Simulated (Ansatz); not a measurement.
Cartesian coordinates in Å:
```
N 1.046 1.040 -0.628
C -0.007 0.270 -0.400
O -0.103 -0.464 0.584
Al -1.838 -1.621 0.801
H 1.816 1.041 0.023
H 1.090 1.627 -1.442
H -0.811 0.316 -1.148
H -1.193 -2.210 2.210
```

Charge 0, multiplicity 1. The bonds changed during the relaxation, so this is another structure than the one it started from.

(1) List the r2SCAN/def2-TZVPP orbital energies in eV (Ansatz 0.2.0). (Estimate.)

Answers

(1) Computed: Occupied: -1515.93, -516.84, -387.72, -277.26, -109.29, -69.58, -69.53, -69.34, -29.09, -25.61, -17.74, -15.94, -13.90, -12.73, -11.99, -8.73, -8.62, -7.17, -3.58. Lowest empty: -1.91, -1.13, 0.02, 0.40, 1.28, 2.23, 3.22, 3.70.
